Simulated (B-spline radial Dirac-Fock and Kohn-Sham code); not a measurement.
## Isotope-shift constants of the inner levels of Fe³⁺

System: the Fe³⁺ ion, [Ar] 3d5.

Input of the calculation (task.json; shells as n, l, electrons):

```json
{"items": [{
  "Z": 26,
  "q": 3,
  "cfg": [[1, 0, 2], [2, 0, 2], [2, 1, 6], [3, 0, 2], [3, 1, 6], [3, 2, 5]],
  "A": 56,
  "rrms": 3.7377,
  "do": "isoshift",
  "isotopes": [[54, 53.939608189, 3.6933], [56, 55.934935537, 3.7377], [57, 56.93539195, 3.7532], [58, 57.933273575, 3.7745]]
}]}
```

Launch: `python xray2_run.py task.json out`

These are calculated numbers from a radial atomic solver; the model is first-order field-shift and mass-shift constants from Dirac-Fock ground and hole states with a Fermi nucleus; the mass shift has no relativistic recoil terms. A binding energy shifts by δE = F·δ⟨r²⟩ + (K_N + K_S)·δ(1/M); F is taken for a change of radius at fixed skin thickness and so holds the higher radial moments.

```
     level  F (meV/fm²)  K_N (meV u)  K_S (meV u)
    K (1s)       -3.407        -3938         1492
   L1 (2s)      -0.3182       -496.9       -123.3
L2 (2p1/2)      0.03098       -426.9        392.9
L3 (2p3/2)      0.03195       -420.1        375.8
   M1 (3s)     -0.04633       -82.28       -29.74
M2 (3p1/2)     0.004003       -60.55        44.32
M3 (3p3/2)     0.004150       -59.67        40.90
```

Line shifts in meV from A = 56 (mass 55.9349 u, rms radius 3.7377 fm); radii from Angeli and Marinova (2013).

```tsv
A	mass (u)	radius (fm)	Kα1	Kα2	Kβ1	Lβ3
54	53.9396	3.6933	-0.45	-0.46	-0.48	-0.29
57	56.9354	3.7532	?	?	?	?
58	57.9333	3.7745	+0.53	+0.54	+0.55	+0.28
```

Question: What are the shifts for A = 57?

Answer: Kα1 +0.36 meV (field -0.40, mass +0.75); Kα2 +0.36 meV (field -0.40, mass +0.76); Kβ1 +0.37 meV (field -0.40, mass +0.76); Lβ3 +0.15 meV (field -0.04, mass +0.19).
